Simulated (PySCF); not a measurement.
Cyclopentanecarbaldehyde, C₆H₁₀O.
SMILES: `O=CC1CCCC1`

The closed-shell ground state was solved at several levels (PySCF, density fitting, gas phase, non-relativistic). One conformer (not necessarily the lowest) at the PBE0-D3(BJ)/def2-SVP geometry, without solvent, vibrations or thermal averaging.

| level | basis functions | HOMO (eV) | LUMO (eV) | gap (eV) | dipole (D) |
| --- | --- | --- | --- | --- | --- |
| B3LYP/pcJ-1 | 289 | -7.10 | -0.78 | 6.32 | 2.77 |
| PBE0/pcSseg-1 | 169 | -7.34 | -0.52 | 6.82 | 2.78 |
| CAM-B3LYP/pcSseg-1 | 169 | -8.79 | 0.73 | 9.52 | 2.80 |

**Question.** Estimate the row for PBE0/def2-SVPD, a basis of 223 functions; the other rows only guide the guess.

**Answer.** HOMO -7.40 eV, LUMO -0.67 eV, gap 6.73 eV, dipole 2.89 D.

**Question.** Over all these levels, which gives the widest orbital gap and which the narrowest?

**Answer.** CAM-B3LYP/pcSseg-1 (range-separated hybrid) has the widest, 9.52 eV, and B3LYP/pcJ-1 (global hybrid, 20 % exact exchange) the narrowest, 6.32 eV. Functional and basis both differ between the two, so the spread mixes both effects.

**Question.** How far do the dipole and the HOMO energy spread over the levels?

**Answer.** The dipole runs from 2.77 to 2.89 D (mean 2.81 D) and the HOMO from -8.79 to -7.10 eV.
